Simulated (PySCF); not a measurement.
## Vanadium: a sound run and one with changed settings

Sound run: V [Ar] 3d3 4s2, V⁺ [Ar] 3d4. Computed with PySCF 2.14 in 6-31G*, with the non-relativistic Hamiltonian (point nucleus). In the sound run the correlated levels freeze [Ar]. The sound run starts from symmetry-adapted Hartree-Fock orbitals and uses a fine grid where one is needed.

Changed run: scalar relativity by spin-free X2C-1e. This setting is unsound on purpose.

| species | method | sound run (hartree) | changed run (hartree) | converged |
| --- | --- | --- | --- | --- |
| V | UHF | -942.79034 | -947.23424 | yes |
| V | r2SCAN | -943.75521 | -948.19897 | yes |
| V | M06-2X | -943.76982 | -948.21397 | yes |
| V | MP2 | -942.82908 | -947.27306 | yes |
| V⁺ | UHF | n/a | -946.98801 | yes |
| V⁺ | r2SCAN | -943.50705 | -947.94456 | yes |
| V⁺ | M06-2X | -943.49579 | -947.93314 | yes |
| V⁺ | MP2 | n/a | -947.01888 | yes |

Ionisation energy of V:

| method | sound run (eV) | changed run (eV) |
| --- | --- | --- |
| UHF | n/a | 6.700 |
| r2SCAN | 6.753 | 6.923 |
| M06-2X | 7.457 | 7.642 |
| MP2 | n/a | 6.917 |
| SCS-MP2 | n/a | 7.308 |

Most of the change in total energy is the relativistic energy itself. On top of that the contraction fixes the core shape for the Hamiltonian it was made with, so the changed run is not a good calculation with the other Hamiltonian either.

For comparison, NIST gives 6.746 eV between the lowest levels.
